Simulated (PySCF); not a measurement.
# Telling isomers of C7H6O apart by NMR

[PySCF 2.14.0 with density-fitted response routines: J: B3LYP/pcJ-1 (spin–dipole term left out of most H,H and C,H couplings); GIAO PBE0/pcSseg-1 shieldings; GFN2-xTB geometry; fast rotation and ring inversion assumed for equivalent nuclei; gas phase; one conformer; non-relativistic Hamiltonian]

δ = σ(ref) − σ, references computed at the same level: $^{1}$H, $^{13}$C against TMS. Multiplet labels drop J under 1 Hz and among equivalent protons, and merge close values. Unscaled 3J(H,H) run several per cent high. Shifts are as computed. Against solution values, carbons near 30 ppm lie about +3 ppm off and those near 130 ppm about +5 ppm. Of 1211 compounds with measured shifts, 218 miss one by over three times the rms of a fit or turn the order of signals round; such compounds aren't used in these exercises.

(1) Tabulate the signals of `O=c1cccccc1`, `C#CCc1ccco1` and their relative energies.

(2) What is the quickest way to tell O=c1cccccc1 from C#CCc1ccco1?

Results:

(1) 
| SMILES | carbon types | δC | δH | E rel. (kcal/mol) |
| --- | --- | --- | --- | --- |
| O=c1cccccc1 | 1×C 6×CH | 188.6, 154.6, 141.8, 139.9 | 7.23 (m, 2H), 7.20 (m, 2H), 7.07 (m, 2H) | 0.0 |
| C#CCc1ccco1 | 2×C 4×CH 1×CH2 | 157.0, 144.7, 118.8, 115.4, 86.1, 76.2, 21.1 | 7.36 (d, 1H), 6.71 (m, 1H), 6.67 (m, 1H), 3.71 (d, 2H), 1.53 (t, 1H) | 37.0 |

Energies are electronic energies at PBE0/pcSseg-1 on these geometries, without zero-point or thermal terms, each for the one conformer computed, which needn't be the lowest.

(2) Count the carbon signals: 4 against 7. The first has a ring carbonyl carbon (C) at 188.6 ppm, the second an alkyne carbon (C) at 86.1 ppm. Their most deshielded carbons lie at 188.6 and 157.0 ppm.
